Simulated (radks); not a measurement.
Question: Method: scalar-relativistic Kohn-Sham, LDA (Slater exchange, Perdew-Wang correlation), spin-unpolarised, spherical densities, finite nucleus; Fermi nuclear charge, rms radius of each element as measured or else 0.836 A^(1/3) + 0.57 fm; computed with a radial shooting solver on a logarithmic mesh with Libxc functionals. Response by self-consistent Sternheimer equations with the Hartree and adiabatic LDA kernel, the relativistic mass of each level held fixed and spin-orbit coupling left out. For heavy and open-shell atoms this level of theory can miss by tens of per cent. Estimate the static dipole polarisabilities of Sm+ ([Xe] 4f6 6s1) and Er7+ ([Kr] 4d10 4f10 5s2 5p3) and the C6 coefficients of the three pairs.

Answer: alpha = 75.08 and 2.213 bohr^3; C6 = 662.0 (Sm+-Sm+), 45.62 (Sm+-Er7+), 7.595 (Er7+-Er7+) hartree bohr^6.
